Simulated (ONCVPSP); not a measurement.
# O: one change to an ONCV potential, before and after

ONCVPSP 4.0.1 input, shortened (lines: element, Z, core and valence counts, functional; n l f; lmax; l rc ep ncon nbas qcut; lloc lpopt rc5 dvloc0; l nproj debl; icmod fcfact rcfact), PBEsol, scalar-relativistic:

```
  O 8.00    1    2  -116133      upf
    1    0    2.00
    2    0    2.00
    2    1    2.00
    2
    0    0.60    0.00    4    8   13.80
    1    1.45    0.00    3    7   10.80
    2    1.45    0.18    4    9    6.10
    4    5    0.55    0.00
    0    1    3.50
    1    1    1.10
    2    2    1.40
    1    0.70    0.00
```

Change: p: qcut 7.

Cutoffs: the cutoffs (Ha) at which the residual kinetic energy of the hardest occupied pseudo-wave falls to 1 and 0.1 mHa per electron; they do not see the model core or the augmentation charge, which bear on the density cutoff. Errors are all-electron minus pseudo energies relative to the spin-unpolarised reference configuration.

**Question.** What does the change do?

**Answer.** The potential gets neither clearly harder nor softer (94 Ha and 444 Ha → 94 Ha and 444 Ha); the s channel sets the loose cutoff, while the largest relative change is in p, which becomes softer; of the 4 tests that both files solve, the error grows in 4 and shrinks in 0 by more than 15 % and 0.3 meV (median size 128.6 → 314.3 meV); neither file shows a bound ghost.

```csv
quantity,base,changed
"cutoff, loose",94 Ha,94 Ha
"cutoff, tight",444 Ha,444 Ha
loose cutoff by channel,"s 94 Ha, p 36 Ha","s 94 Ha, p 23 Ha"
bound ghosts,none,none
GHOST(+) flags under 300 eV,none,none
"error for 2s2 2p4, meV [ΔE -49.84 eV]",+114,+299
"error for 2s2 2p3, meV [ΔE -33.48 eV]",+54,+141
"error for 2s2 2p1, meV [ΔE 53.71 eV]",+143,+329
"error for 2s0 2p6, meV [ΔE -20.09 eV]",+370,+917
s: phases at 0.61 bohr within 0.05 rad from the reference energy up to (Ha; the scan ends near 5),2.2,2.2
p: phases at 1.47 bohr within 0.05 rad from the reference energy up to (Ha; the scan ends near 5),0.7,0.2
d: phases at 1.47 bohr within 0.05 rad from the reference energy up to (Ha; the scan ends near 5),4.2,4.2
"rms error of d²Exc/dni dnj with the model core, mHa",2.55,2.57
```
